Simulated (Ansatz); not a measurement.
One change: `C[SiH2][SiH2]O` becomes `O[SiH2][SiH2]Cl`.

Ansatz, PBE0-D4/def2-TZVP geometries, multiplicity 1. Each molecule was computed in one conformer, which needn't be the lowest.

```json
{"property": "size of the dipole moment (B3LYP/def2-TZVPP) / D", "`C[SiH2][SiH2]O`": "1.22"}
{"property": "LUMO energy (ωB97M-V/def2-TZVPP) / eV", "`C[SiH2][SiH2]O`": "1.35"}
{"property": "HOMO–LUMO gap (PBE0/def2-TZVPP) / eV", "`C[SiH2][SiH2]O`": "7.23"}
{"property": "HOMO–LUMO gap (B3LYP/def2-TZVPP) / eV", "`C[SiH2][SiH2]O`": "6.83"}
{"property": "size of the dipole moment (PBE/def2-TZVPP) / D", "`C[SiH2][SiH2]O`": "1.21"}
{"property": "ideal-gas entropy at 298 K and 1 bar (rigid rotor, harmonic PBE0-D4/def2-TZVP) / J/(mol·K)", "`C[SiH2][SiH2]O`": "360"}
```

(1) Give the same properties after the change, and the shifts. (Estimate.)

Answers

(1) Ansatz gave: 
| property | `O[SiH2][SiH2]Cl` | shift |
| --- | --- | --- |
| size of the dipole moment (B3LYP/def2-TZVPP) / D | 0.76 | -0.46 |
| LUMO energy (ωB97M-V/def2-TZVPP) / eV | 0.79 | -0.56 |
| HOMO–LUMO gap (PBE0/def2-TZVPP) / eV | 6.95 | -0.28 |
| HOMO–LUMO gap (B3LYP/def2-TZVPP) / eV | 6.58 | -0.25 |
| size of the dipole moment (PBE/def2-TZVPP) / D | 0.59 | -0.62 |
| ideal-gas entropy at 298 K and 1 bar (rigid rotor, harmonic PBE0-D4/def2-TZVP) / J/(mol·K) | 353 | -7 |

With PBE0 the HOMO falls by 0.39 eV and the LUMO falls by 0.67 eV, so the gap narrows by about 0.28 eV. PBE moves the HOMO by -0.37 eV and ωB97M-V by -0.38 eV. The zero-point energy changes by -91.0 kJ/mol with -9 modes. Dipoles are sizes alone; their direction can turn. Modes under 60 cm⁻¹, often nearly free rotors, make the harmonic entropy too high.

B3LYP here is the variant with VWN-RPA as its local correlation; programs differ in this.
